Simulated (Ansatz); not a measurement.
A nudged elastic band was laid between two geometries of BrClF₃HHf (7 atoms, charge 0, multiplicity 1).

Theory: RHF/def2-SVP (Ansatz).

```json
{
 "movable images": "5",
 "climbing image": "yes",
 "spring": "5.0 eV/Å²",
 "optimiser": "fire",
 "start path": "through a guess of the saddle point",
 "force threshold": "0.05 eV/Å",
 "iteration limit": "60",
 "end points": "relaxed",
 "largest step": "0.5 Å"
}
```

First end point:

```xyz
7
Properties=species:S:1:pos:R:3
Hf 0.192 0.000 0.007
Cl 0.546 0.000 2.373
F 1.932 0.000 -0.753
F -0.609 1.589 -0.679
F -0.609 -1.589 -0.679
Br -3.123 0.000 1.272
H -2.763 0.000 2.635
```

Last end point:

```xyz
7
Properties=species:S:1:pos:R:3
Hf -0.470 0.000 -0.770
Cl -0.162 0.000 3.873
F 1.083 0.000 0.325
F -0.404 1.540 -1.885
F -0.404 -1.540 -1.885
Br -2.646 0.000 0.538
H -1.430 0.000 3.981
```

Problem. What changes between the two ends?

Solution. Bonds broken: Hf1–Cl2, Br6–H7. Bonds formed: Hf1–Br6, Cl2–H7. BrClF3HHf becomes BrF3Hf + ClH.

Problem. Give the energies along the band, and the barrier.

Solution. It converged. The highest image is number 3 of 0 to 6, 0.95 eV above the first end and 0.78 eV above the last; the last end lies 0.16 eV above the first. Another band between the same ends (5 images) ends at a top of the same energy, where a vibrational analysis finds 1 clearly imaginary mode. The orbitals stay closed-shell, which can raise the energy where a bond breaks towards radicals; this wasn't checked here.

| image | path coordinate (Å) | energy (eV) | Hf1–Cl2 (Å) | Br6–H7 (Å) | Hf1–Br6 (Å) |
| --- | --- | --- | --- | --- | --- |
| 0 | 0.00 | 0.00 | 2.39 | 1.41 | 3.55 |
| 1 | 0.58 | 0.06 | 2.41 | 1.41 | 3.28 |
| 2 | 1.17 | 0.36 | 2.47 | 1.44 | 3.06 |
| 3 | 1.76 | 0.95 | 2.61 | 1.72 | 2.84 |
| 4 | 2.74 | 0.34 | 2.94 | 2.66 | 2.62 |
| 5 | 3.72 | 0.23 | 3.86 | 2.95 | 2.56 |
| 6 | 4.70 | 0.16 | 4.65 | 3.65 | 2.54 |

Problem. What is the geometry of the highest image?

Solution. 
```xyz
7
Properties=species:S:1:pos:R:3
Hf -0.303 0.000 0.006
Cl 0.022 0.000 2.599
F 1.595 0.000 -0.123
F -0.697 1.576 -0.973
F -0.697 -1.576 -0.973
Br -2.843 0.000 1.276
H -1.512 0.000 2.365
```

The run took 7.8 min on 2 threads of Arm Neoverse V2, with other jobs on the host, peak memory 0.34 GiB.
